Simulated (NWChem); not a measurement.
# CHClF₂; SMILES FC(F)Cl

Program: NWChem. Pople sets run with spherical d functions. Structure relaxed at the PBE0/def2-SVP level. Total energies compare along this basis series because the functional is fixed.

```
level              basis functions  energy (Ha)  highest occupied level (eV)  orbital gap (eV)  dipole (D)
-----------------  ---------------  -----------  ---------------------------  ----------------  ----------
B3LYP/STO-3G                    25    -690.1656                        -6.55             10.60        1.86
B3LYP/3-21G                     42    -695.0582                        -9.17              9.72        1.64
B3LYP/6-31G*                    62    -698.5652                        -9.08              9.51        1.40
B3LYP/6-31+G*                   78    -698.5889                        -9.40              9.11        1.52
B3LYP/def2-SVP                  65    -698.2674                        -8.99              9.86        1.37
B3LYP/def2-SVPD                101    -698.2966                        -9.43              9.18        1.43
B3LYP/def2-TZVP                136    -698.7223                        -9.29              9.39        1.39
B3LYP/6-311++G**               103    -698.6888                        -9.42              9.00        1.52
B3LYP/aug-cc-pVTZ              211    -698.7212                        -9.37              8.93        1.41
```
